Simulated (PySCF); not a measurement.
C4H5NSi, SMILES C(#C)[SiH](N)C#C.

Geometry: B3LYP-D3(BJ)/def2-SVP. The structure was generated by enumeration, and PubChem lists no compound with its InChIKey, so it may never have been made. The values are those of a single conformer.

Two levels are set side by side: PBE/def2-TZVP (PySCF) and CAM-B3LYP/def2-TZVP (PySCF). Same geometry, gas phase. Differences are taken from unrounded values.

```json
[
 {"quantity": "orbital gap (eV)", "CAM-B3LYP": "9.48"},
 {"quantity": "highest occupied level (eV)", "CAM-B3LYP": "-9.05"},
 {"quantity": "lowest empty level (eV)", "CAM-B3LYP": "0.43"},
 {"quantity": "dipole moment (D)", "CAM-B3LYP": "1.26"},
 {"quantity": "mean polarisability (bohr³)", "CAM-B3LYP": "72.3"}
]
```

What does PBE give, and how far is it from CAM-B3LYP? (An estimate is asked for; the answer gives what the named calculation found.)


```tsv
quantity	PBE	PBE minus CAM-B3LYP
orbital gap (eV)	4.70	-4.78
highest occupied level (eV)	-6.25	2.80
lowest empty level (eV)	-1.55	-1.98
dipole moment (D)	1.26	0.01
mean polarisability (bohr³)	76.2	3.9
```

Without exact exchange PBE keeps part of each electron's self-repulsion, which lifts occupied levels and narrows the gap. Loosely held outer electrons make PBE densities more polarisable. Differences between two approximate levels are no errors against the true value.

Rough cost on one machine, each run with all the roots and properties that it gave: CAM-B3LYP against PBE within a factor of 2.
